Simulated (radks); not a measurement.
Valence configurations of neutral nickel (all share [Ar]). Calculated with a radial shooting solver on a logarithmic mesh with Libxc functionals: non-relativistic Kohn-Sham, TPSS, spin-unpolarised, spherical densities, point nucleus; meta-GGA in the generalised Kohn-Sham scheme. Order these by energy: 3d7.5 4s2 4p0.5; 3d9.5 4s0.5; 3d8 4s1.5 4p0.5; 3d8 4s2; 3d8.5 4s1.5; 3d7 4s2 4p1; 3d8 4p2; 3d8.5 4s1 4p0.5; 3d8.5 4s0.5 4p1; 3d10.

Answer. From the lowest, in eV above it: 3d9.5 4s0.5 0.000; 3d10 0.531; 3d8.5 4s1.5 0.571; 3d8 4s2 1.962; 3d8.5 4s1 4p0.5 2.585; 3d8 4s1.5 4p0.5 4.169; 3d8.5 4s0.5 4p1 4.682; 3d7.5 4s2 4p0.5 6.679; 3d8 4p2 11.161; 3d7 4s2 4p1 12.901. NIST lists [Ar] 3d8 4s2 as the ground configuration; this level of theory puts 3d9.5 4s0.5 lower, by 1.962 eV. The energies are those of spherical spin-averaged densities, not of single terms.
